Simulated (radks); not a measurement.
Question: Excited configurations of neutral beryllium: one electron is placed in a higher orbital outside [He] 2s1. The ground configuration is [He] 2s2. Calculated with a radial shooting solver on a logarithmic mesh with Libxc functionals: scalar-relativistic Kohn-Sham, r2SCAN, spin-polarised, spherical densities, finite nucleus; open shells are filled with parallel spins first; meta-GGA in the generalised Kohn-Sham scheme; Fermi nuclear charge, rms radius 2.519 fm. Excitation = E - E(ground); binding = E(ion) - E, where the ion is the core of charge +1; n* = 1/sqrt(2 binding) in atomic units, and the quantum defect is n - n*.

| outer orbital | excitation (eV) | binding (eV) | n* | quantum defect | eigenvalue (eV) | <r> (bohr) |
|---|---|---|---|---|---|---|
| 2p | 2.383 | 6.410 | 1.457 | 0.543 | -3.025 | 2.944 |
| 3p | 6.631 | 2.161 | 2.509 | 0.491 | -1.254 | 8.878 |
| 4p | 7.633 | 1.159 | 3.427 | 0.573 | -0.718 | 17.64 |
| 5d | 8.156 | 0.636 | 4.627 | 0.373 | -0.387 | 31.27 |
| 7f | 8.473 | 0.319 | 6.531 | 0.469 | -0.208 | 65.11 |

Estimate the row for 4s.

Answer: excitation (eV) 7.419; binding (eV) 1.373; n* 3.147; quantum defect 0.853; eigenvalue (eV) -0.862; <r> (bohr) 15.19. The Delta-SCF ionisation energy is 8.792 eV (NIST Atomic Spectra Database: 9.323 eV, measured). Self-interaction in the functional shifts the binding energies and quantum defects, so they are the method's values and not measured ones.
